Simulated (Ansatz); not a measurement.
```yaml
crystal:
  periodic: [false, false, false]
  atoms:
    - {symbol: C, position_ang: [-0.720240, -1.899185, -1.801123]}
    - {symbol: C, position_ang: [-1.730688, -1.971887, -0.677706]}
    - {symbol: O, position_ang: [-1.236702, -1.428676, 0.528224]}
    - {symbol: Sb, position_ang: [-1.241630, 0.524167, 0.798268]}
    - {symbol: Si, position_ang: [-0.657766, 0.134542, 3.285961]}
    - {symbol: O, position_ang: [0.655431, 0.928262, 0.472160]}
    - {symbol: C, position_ang: [1.097459, 1.325147, -0.807938]}
    - {symbol: C, position_ang: [2.203223, 2.344099, -0.666691]}
    - {symbol: H, position_ang: [-1.093807, -2.413676, -2.690594]}
    - {symbol: H, position_ang: [0.219830, -2.363813, -1.496664]}
    - {symbol: H, position_ang: [-0.512527, -0.861231, -2.078338]}
    - {symbol: H, position_ang: [-2.665246, -1.477587, -0.983512]}
    - {symbol: H, position_ang: [-1.981183, -3.017342, -0.467185]}
    - {symbol: H, position_ang: [0.462941, -0.834352, 3.364140]}
    - {symbol: H, position_ang: [-1.848246, -0.400759, 3.999781]}
    - {symbol: H, position_ang: [-0.267493, 1.425347, 3.913623]}
    - {symbol: H, position_ang: [1.464970, 0.446229, -1.354117]}
    - {symbol: H, position_ang: [0.273337, 1.749550, -1.403359]}
    - {symbol: H, position_ang: [1.839156, 3.240689, -0.160499]}
    - {symbol: H, position_ang: [2.589712, 2.630861, -1.648356]}
    - {symbol: H, position_ang: [3.024969, 1.930216, -0.078875]}
basis:
  gaussian: {orbitals: def2-mTZVPP}
hamiltonian: {xc: {name: HF}}
correlation: {method: mp2, frozen_orbitals: {C: 0}}
scf: {lower_state_search: light}
output: {forces: true}
```

```sh
$ ansatz run in.yaml --threads 4 --pin off --events-out ev --progress --plain --max-ram 46080MiB --backend cpu
```

Shortened log:

```
Functional definition: HF
Error: "frozen_orbitals" has no count for O
```

Problem. Something in this input is off. What?

Solution. Frozen orbitals are typed for one element alone, and the program wants a count for each. The input was rejected before any iteration.
